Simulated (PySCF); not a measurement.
# Deuteron quadrupole couplings in `CC#CCC#CC`

C₇H₈.
SMILES with atom numbers: `[CH3:1][C:2]#[C:3][CH2:4][C:5]#[C:6][CH3:7]` (hydrogens: H8, H9, H10 on C1; H11, H12 on C4; H13, H14, H15 on C7)

Geometry (GFN2-xTB, Å), atoms numbered from 1 in this order:
```
atom  x, y, z in Å
C1    -3.3791   -0.2215   -0.4633
C2    -2.1550   -0.1251    0.3030
C3    -1.1509   -0.0463    0.9516
C4     0.0857    0.0575    1.7117
C5     1.2343    0.0942    0.8191
C6     2.1608    0.1277    0.0606
C7     3.2926    0.1651   -0.8409
H8    -3.7023   -1.2605   -0.5246
H9    -3.2179    0.1581   -1.4721
H10   -4.1652    0.3648    0.0122
H11    0.0655    0.9724    2.3158
H12    0.1757   -0.8029    2.3853
H13    3.8384   -0.7774   -0.7951
H14    2.9476    0.3244   -1.8625
H15    3.9652    0.9774   -0.5650
```

Level: PBE0/pcSseg-1 (PySCF, non-relativistic); Q(2H) = 0.00286 b; rigid geometry, the same for H and D, with no vibrational averaging.

Question: Give the electric field gradient Vzz (the principal value of largest size), its asymmetry and the 2H coupling at each hydrogen.

Answer: 
```tsv
atom	bonded to	bond length (Å)	Vzz (au)	η	χzz (kHz)
H8	C1	1.090	0.3089	0.02	208
H9	C1	1.090	0.3089	0.02	208
H10	C1	1.090	0.3089	0.02	208
H11	C4	1.096	0.2933	0.02	197
H12	C4	1.096	0.2935	0.02	197
H13	C7	1.090	0.3085	0.02	207
H14	C7	1.090	0.3086	0.02	207
H15	C7	1.090	0.3085	0.02	207
```

Question: Give the 2H NMR doublet splittings at H9 for a magnetic field along the z, y and x axes of the gradient: 3χ/2, 3χ(1 + η)/4, 3χ(1 − η)/4.

Answer: With |χ| = 207.5 kHz and η = 0.022: 311, 159 and 152 kHz, to first order and without motion.

Isolated species at its GFN2-xTB geometry, gas phase. GFN2-xTB bond lengths can be off by several hundredths of an ångström, more for odd bonds, and the gradients follow them. These gradients aren't converged with respect to the basis.

The run behind these numbers computed NMR shieldings as well. On one thread, Arm Neoverse N1 (aarch64), shared host with 64 logical CPUs at a one-minute load of 59, this took 29 s of wall time and 0.72 GiB of memory at its peak.
